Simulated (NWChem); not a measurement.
System: CaBrCl; SMILES [Cl][Ca][Br]

This build's default masses of Se (78.918 u) and Br (79.917 u) are each other's, which moves their modes by up to 0.6 %. B3LYP is NWChem's, with the RPA form of VWN correlation.

### Question
Give the equilibrium geometry at B3LYP/6-31G* (spherical d) (NWChem) as an XYZ file, with the point group.

### Answer
point group C*v; any orientation.
```
3

Ca     0.0208     0.5828     0.0000
Cl    -0.1954     3.1181     0.0000
Br     0.2498    -2.1020     0.0000
```
